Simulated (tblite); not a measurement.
Compound: C₉H₅N.
Atom-mapped SMILES: `[C-:1]#[N+:2][c:3]1[cH:4][cH:5][c:6]2[c:7]([cH:8]1)[CH:9]=[CH:10]2` (hydrogens: H11 on C4; H12 on C5; H13 on C8; H14 on C9; H15 on C10)
Bond orders are those of one Lewis drawing.

Computed with GFN2-xTB (tblite), gas phase: L-BFGS steps from a force-field or distance-geometry start until the largest atomic force falls under 0.01 eV/Å.

Geometry at step 2:
```
atom  x, y, z in Å
C1      3.9666   -1.0047    0.0143
N2      2.8519   -0.6321    0.0150
C3      1.5706   -0.1976    0.0251
C4      1.2687    1.1389    0.1102
C5     -0.0804    1.5842    0.1211
C6     -1.0407    0.6396    0.0188
C7     -0.7243   -0.7376   -0.0782
C8      0.5428   -1.1990   -0.0736
C9     -2.2030   -1.0332   -0.1338
C10    -2.5022    0.2670   -0.0407
H11     2.0473    1.8836    0.1901
H12    -0.3167    2.6219    0.1903
H13     0.7960   -2.2332   -0.1386
H14    -2.7753   -1.9389   -0.2197
H15    -3.4056    0.8490   -0.0220
```

**Question.** What forces act on the atoms?

**Answer.** 
```json
{"atom": "C1", "Fx (eV/Å)": "-0.704", "Fy (eV/Å)": "0.215", "Fz (eV/Å)": "-0.009"}
{"atom": "N2", "Fx (eV/Å)": "0.894", "Fy (eV/Å)": "-0.122", "Fz (eV/Å)": "0.044"}
{"atom": "C3", "Fx (eV/Å)": "-0.388", "Fy (eV/Å)": "-0.285", "Fz (eV/Å)": "-0.087"}
{"atom": "C4", "Fx (eV/Å)": "-0.242", "Fy (eV/Å)": "0.212", "Fz (eV/Å)": "0.090"}
{"atom": "C5", "Fx (eV/Å)": "-0.042", "Fy (eV/Å)": "-0.126", "Fz (eV/Å)": "-0.079"}
{"atom": "C6", "Fx (eV/Å)": "-0.036", "Fy (eV/Å)": "0.106", "Fz (eV/Å)": "0.032"}
{"atom": "C7", "Fx (eV/Å)": "0.079", "Fy (eV/Å)": "-0.329", "Fz (eV/Å)": "0.008"}
{"atom": "C8", "Fx (eV/Å)": "-0.142", "Fy (eV/Å)": "0.290", "Fz (eV/Å)": "0.010"}
{"atom": "C9", "Fx (eV/Å)": "0.046", "Fy (eV/Å)": "-0.318", "Fz (eV/Å)": "-0.038"}
{"atom": "C10", "Fx (eV/Å)": "0.032", "Fy (eV/Å)": "0.399", "Fz (eV/Å)": "0.004"}
{"atom": "H11", "Fx (eV/Å)": "0.080", "Fy (eV/Å)": "-0.124", "Fz (eV/Å)": "-0.028"}
{"atom": "H12", "Fx (eV/Å)": "0.070", "Fy (eV/Å)": "0.499", "Fz (eV/Å)": "0.055"}
{"atom": "H13", "Fx (eV/Å)": "0.225", "Fy (eV/Å)": "-0.401", "Fz (eV/Å)": "-0.028"}
{"atom": "H14", "Fx (eV/Å)": "0.071", "Fy (eV/Å)": "0.040", "Fz (eV/Å)": "0.014"}
{"atom": "H15", "Fx (eV/Å)": "0.057", "Fy (eV/Å)": "-0.057", "Fz (eV/Å)": "0.011"}
```

The largest, 0.90 eV/Å, acts on N2; the rms over all components is 0.247 eV/Å. The forces sum to zero within rounding, as they must for an isolated molecule in no field.

**Question.** Give the force on N2 in Eh/bohr and in nN.

**Answer.** 0.903 eV/Å ÷ 51.422 = 0.01757 Eh/bohr, and 0.903 eV/Å × 1.602 = 1.45 nN.

**Question.** How far is this geometry from the end of the optimisation?

**Answer.** 0.032 eV above it, and 0.025 Å rms away after alignment. The bonds farthest from their final lengths, with half the difference of the two atoms' forces along the bond (positive lengthens):

| bond | now (Å) | final (Å) | force along bond (eV/Å) |
| --- | --- | --- | --- |
| C5–H12 | 1.067 | 1.079 | +0.30 |
| C8–H13 | 1.067 | 1.079 | +0.38 |
| C6–C7 | 1.416 | 1.427 | +0.23 |
| C1≡N2 | 1.175 | 1.168 | -0.81 |
| N2–C3 | 1.353 | 1.359 | +0.58 |
| C9=C10 | 1.337 | 1.343 | +0.35 |

The angle farthest from its final value is C6–C5–H12, 121.9° against 124.4°.

Of the 3 listed bonds off by 0.010 Å or more, this force points towards the final length in 3.

What follows is the cost of the whole relaxation. The run took 0.16 s of wall time on one thread, Arm Neoverse V1 (aarch64) (shared host).
